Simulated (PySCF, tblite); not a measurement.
A set of runs on `[CH]([C@H]1C=C1C(=C)C)[CH2+]` [radical]; the geometry of each is named by its level. Settings lines and outputs come from a driver script.

Compound: C8H10 (charge +1 and doublet state).
Atom-mapped SMILES: `[CH2:1]=[C:2]([CH3:3])[C:4]1=[CH:5][C@@H:6]1[CH:7][CH2+:8]` (hydrogens: H9, H10 on C1; H11, H12, H13 on C3; H14 on C5; H15 on C6; H16 on C7; H17, H18 on C8)

Step 1: GFN2-xTB geometry optimisation, gas phase (tblite 0.8.0) (from a force-field or distance-geometry start)
```json
{"job": {"kind": "relax", "xc": "GFN2-xTB", "basis": "xTB"}, "charge": 1, "multiplicity": 2}
```
```
step      E/eV     max force
  0    -587.34825    5.541
  1    -587.74704    2.432
  2    -587.85517    1.402
...
133    -588.19743    0.016
134    -588.19746    0.013
135    -588.19749    0.014
136    -588.19752    0.010
137    -588.19753    0.008
```

Energy lowered by 19.6 kcal/mol over 137 steps; largest atomic force 0.008 eV/Å at the end. «max force» is the largest atomic force in eV/Å.

Step 2: GFN2-xTB harmonic vibrations, gas phase (tblite 0.8.0) (on the GFN2-xTB geometry)
```json
{"job": {"kind": "ir", "xc": "GFN2-xTB", "basis": "xTB"}, "charge": 1, "multiplicity": 2}
```
```
(table of modes left out)
```

48 modes from 51 to 3213 cm⁻¹ (unscaled, harmonic); zero-point energy 90.4 kcal/mol; all wavenumbers are real at this level.

Step 3: UKS B3LYP, pcH-1 on C H, non-relativistic, mean-field spin-orbit, GIAO (PySCF 2.14.0) (on the GFN2-xTB geometry)
```json
{"job": {"kind": "epr", "basis": "pcH-1"}, "charge": 1, "multiplicity": 2}
```
```
...
E = -310.47703098 Eh   <S^2> = 0.7682 (exact 0.7500)
g shifts (ppm)      1          2          3
  rmc          -147       -147       -147
  gc             21         21          9
  oz_so         133        698        969
  total           6        572        830
hyperfine (MHz)  atom isotope    a_iso     a_fc   dipolar eigenvalues
    0   13C      22.55      22.55    -25.71    -25.06     50.77
    1   13C      -8.17      -8.17    -10.47      0.34     10.14
    2   13C       1.22       1.22     -1.40     -0.63      2.03
    3   13C       0.58       0.58    -21.93    -12.31     34.24
    4   13C       7.19       7.19    -23.67    -15.33     39.00
    5   13C      -2.55      -2.55    -16.83    -14.52     31.35
    6   13C       5.80       5.80     -9.90     -2.67     12.57
    7   13C      20.57      20.57    -23.84    -23.24     47.09
    8    1H     -20.45     -20.45    -12.27     -1.67     13.94
    9    1H     -19.51     -19.51     -9.76     -2.56     12.32
   10    1H      -0.13      -0.13     -1.62     -0.03      1.65
   11    1H      -0.50      -0.50     -1.68     -0.72      2.40
   12    1H       4.34       4.34     -1.83     -0.61      2.44
   13    1H      26.72      26.72     -9.13     -2.22     11.36
   14    1H      69.66      69.66     -6.88     -4.42     11.30
...
```

⟨S²⟩ 0.768; g_iso 2.0028. rmc, gc and oz_so are the mass-correction, gauge-correction and orbital-Zeeman/spin–orbit parts of the g shift along its three principal axes; a_iso is the isotropic hyperfine coupling and a_fc its Fermi-contact part. The log counts atoms from 0, this text from 1.

**Question.** Which step took the most CPU time, and about what did each take on an Arm Neoverse N1 with one thread, on a shared host?

**Answer.** Step 3, about 98 % of the total. CPU time by step: 1: 1.5 s, 2: 0.98 s, 3: 2.7 min.

Geometry of the electronic-property runs (GFN2-xTB):
```
atom  x, y, z in Å
C1    -1.1386    0.3380   -1.8167
C2    -1.4607    0.0157   -0.5408
C3    -2.8508   -0.2894   -0.0935
C4    -0.4591   -0.0419    0.4477
C5     0.0402   -0.1120    1.6528
C6     1.0514   -0.4266    0.5829
C7     2.1746    0.4718    0.4197
C8     3.3276    0.1063   -0.1666
H9    -1.9027    0.4579   -2.5662
H10   -0.1192    0.4992   -2.1273
H11   -3.0869    0.2533    0.8197
H12   -2.9546   -1.3521    0.1268
H13   -3.5647   -0.0338   -0.8710
H14    0.0272    0.1801    2.6763
H15    1.2332   -1.4499    0.2629
H16    2.0543    1.4757    0.8065
H17    3.4978   -0.9012   -0.5110
H18    4.1222    0.8152   -0.3272
```

 (This holds for the electronic-property runs.)

One conformer stands for the species.
